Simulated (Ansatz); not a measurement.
Input file for Ansatz (a program for electronic structure): R-r2SCAN/def2-TZVPP on FHSn (SMILES [F][SnH]). Elements past Kr take the def2 small-core potentials; no spin–orbit coupling.

Ansatz 0.2 input:
```yaml
crystal:
  periodic: [false, false, false]
  atoms:
    - {symbol: Sn, position_ang: [-0.09054899, -0.17442188, 0.21850717]}
    - {symbol: H, position_ang: [-1.03502408, -1.08734140, -1.00239965]}
    - {symbol: F, position_ang: [0.61805262, 1.08982616, -1.10255096]}
basis:
  gaussian:
    orbitals: def2-TZVPP
hamiltonian:
  xc: {name: r2SCAN}
accuracy: high
relax: {f_tol: 0.0005, max_steps: 60}
scf: {lower_state_search: off}
output: {forces: true}
```

### Question
Predict the final total energy.

### Answer
-314.8454 hartree.

### Question
How many basis functions does it have, and what does it roughly cost on one machine?

### Answer
95 functions; very roughly 26 core-seconds.
